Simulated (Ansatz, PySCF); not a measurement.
C₃H₆BFO₂, SMILES OB(C1(F)CC1)O. Atoms are numbered in the order given.

```xyz
13

O      1.4326     1.4119     0.0000
B      0.1321     1.0155     0.0000
O     -0.8765     1.9293     0.0000
C     -0.1976    -0.5172     0.0000
F     -1.5739    -0.7481     0.0000
C      0.6199    -1.5342     0.7520
C      0.6199    -1.5342    -0.7520
H      1.5207     2.3743     0.0000
H     -1.7366     1.4849     0.0000
H      0.0481    -2.3211     1.2513
H      1.5047    -1.1816     1.2885
H      0.0481    -2.3211    -1.2513
H      1.5047    -1.1816    -1.2885
```
Charge 0, spin multiplicity 1.

The structure is a stationary point at B3LYP-D3(BJ)/def2-SVP. This is a generated structure with no PubChem entry under its InChIKey; it may be hypothetical. The values are those of a single conformer.

Two levels are set side by side: PBE-D3(BJ)/def2-SVP (Ansatz, a first-principles code) and B3LYP-D3(BJ)/def2-SVP (Ansatz). Each level has its own optimised geometry; the coordinates shown are those of the second. Frequencies come from the Hessian of PySCF at each geometry. Differences are taken from unrounded values.

```json
[
 {"quantity": "mean bond length (Å)", "B3LYP-D3(BJ)": "1.270", "PBE-D3(BJ)": "1.277", "PBE-D3(BJ) minus B3LYP-D3(BJ)": "0.007"},
 {"quantity": "bond O1–B2 (Å)", "B3LYP-D3(BJ)": "1.360", "PBE-D3(BJ)": "1.368", "PBE-D3(BJ) minus B3LYP-D3(BJ)": "0.009"},
 {"quantity": "bond B2–O3 (Å)", "B3LYP-D3(BJ)": "1.361", "PBE-D3(BJ)": "1.370", "PBE-D3(BJ) minus B3LYP-D3(BJ)": "0.009"},
 {"quantity": "bond B2–C4 (Å)", "B3LYP-D3(BJ)": "1.568", "PBE-D3(BJ)": "1.572", "PBE-D3(BJ) minus B3LYP-D3(BJ)": "0.005"},
 {"quantity": "bond C4–F5 (Å)", "B3LYP-D3(BJ)": "1.396", "PBE-D3(BJ)": "1.403", "PBE-D3(BJ) minus B3LYP-D3(BJ)": "0.008"},
 {"quantity": "bond C4–C6 (Å)", "B3LYP-D3(BJ)": "1.506", "PBE-D3(BJ)": "1.512", "PBE-D3(BJ) minus B3LYP-D3(BJ)": "0.006"},
 {"quantity": "bond C4–C7 (Å)", "B3LYP-D3(BJ)": "1.506", "PBE-D3(BJ)": "1.512", "PBE-D3(BJ) minus B3LYP-D3(BJ)": "0.006"},
 {"quantity": "bond C6–C7 (Å)", "B3LYP-D3(BJ)": "1.504", "PBE-D3(BJ)": "1.507", "PBE-D3(BJ) minus B3LYP-D3(BJ)": "0.003"},
 {"quantity": "bond O1–H8 (Å)", "B3LYP-D3(BJ)": "0.966", "PBE-D3(BJ)": "0.975", "PBE-D3(BJ) minus B3LYP-D3(BJ)": "0.008"},
 {"quantity": "bond O3–H9 (Å)", "B3LYP-D3(BJ)": "0.968", "PBE-D3(BJ)": "0.978", "PBE-D3(BJ) minus B3LYP-D3(BJ)": "0.010"},
 {"quantity": "bond C6–H10 (Å)", "B3LYP-D3(BJ)": "1.093", "PBE-D3(BJ)": "1.101", "PBE-D3(BJ) minus B3LYP-D3(BJ)": "0.008"},
 {"quantity": "bond C6–H11 (Å)", "B3LYP-D3(BJ)": "1.093", "PBE-D3(BJ)": "1.101", "PBE-D3(BJ) minus B3LYP-D3(BJ)": "0.008"},
 {"quantity": "bond C7–H12 (Å)", "B3LYP-D3(BJ)": "1.093", "PBE-D3(BJ)": "1.101", "PBE-D3(BJ) minus B3LYP-D3(BJ)": "0.008"},
 {"quantity": "bond C7–H13 (Å)", "B3LYP-D3(BJ)": "1.093", "PBE-D3(BJ)": "1.101", "PBE-D3(BJ) minus B3LYP-D3(BJ)": "0.008"},
 {"quantity": "highest harmonic wavenumber (cm⁻¹)", "B3LYP-D3(BJ)": "3840", "PBE-D3(BJ)": "3731", "PBE-D3(BJ) minus B3LYP-D3(BJ)": "-109"},
 {"quantity": "mean harmonic wavenumber (cm⁻¹)", "B3LYP-D3(BJ)": "1302", "PBE-D3(BJ)": "1267", "PBE-D3(BJ) minus B3LYP-D3(BJ)": "-35"},
 {"quantity": "zero-point energy (kcal/mol)", "B3LYP-D3(BJ)": "61.44", "PBE-D3(BJ)": "59.77", "PBE-D3(BJ) minus B3LYP-D3(BJ)": "-1.67"}
]
```

Exact exchange shortens and stiffens bonds; PBE has none. Differences between two approximate levels are no errors against the true value.
